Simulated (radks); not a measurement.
Values are calculated unless marked as measured or tabulated.
Cl IV, 14 electrons, occupied as [Ne] 3s2 3p1.75 4f0.25 (fractional occupations, a model configuration).

Code: a radial shooting solver on a logarithmic mesh with Libxc functionals. Model: non-relativistic Kohn-Sham, SCAN, spin-polarised, spherical densities, point nucleus; open shells are filled with parallel spins first; meta-GGA in the generalised Kohn-Sham scheme.

Energy parts (Ry):
| part | energy |
|---|---|
| total | -914.03231 |
| kinetic | 913.11278 |
| electron-nucleus | -2127.75627 |
| Hartree | 354.34947 |
| exchange-correlation | -53.73828 |

Orbitals (lengths in bohr, moments of r in powers of bohr; r(max) is where P^2 peaks):
orbital  occ.  eigenvalue (Ry)      <r>   r(max)
1s up       1        -206.1593  0.09144  0.05993
1s down     1        -206.1162  0.09142  0.05993
2s up       1        -22.36842   0.4435   0.3625
2s down     1        -22.34296   0.4435   0.3628
2p up       3        -17.87082   0.4053   0.3019
2p down     3        -17.82126   0.4053   0.3024
3s up       1         -4.64053    1.391    1.229
3s down     1         -4.35160    1.400    1.228
3p up    1.75         -3.57592    1.496    1.301
4f up    0.25         -0.73310    4.935    4.441

The highest occupied level is 4f up at -9.974 eV. Summed over all electrons, <r^2> = 17.47 bohr^2, which gives a Langevin (diamagnetic) susceptibility term of -13.8 x 10^-6 cm^3/mol. Spin moment in Bohr magnetons: 2. The spin density at the nucleus is 0.0294 e/bohr^3 (1s -0.4021, 2s 0.3220, 3s 0.1094), a Fermi contact field of 1.54 T. The density falls to 0.001 e/bohr^3 at r = 3.10 bohr. The electron density at the nucleus is 3228 e/bohr^3.

Empty levels of this run are not shown, since the potential may be unsettled where no density lies.
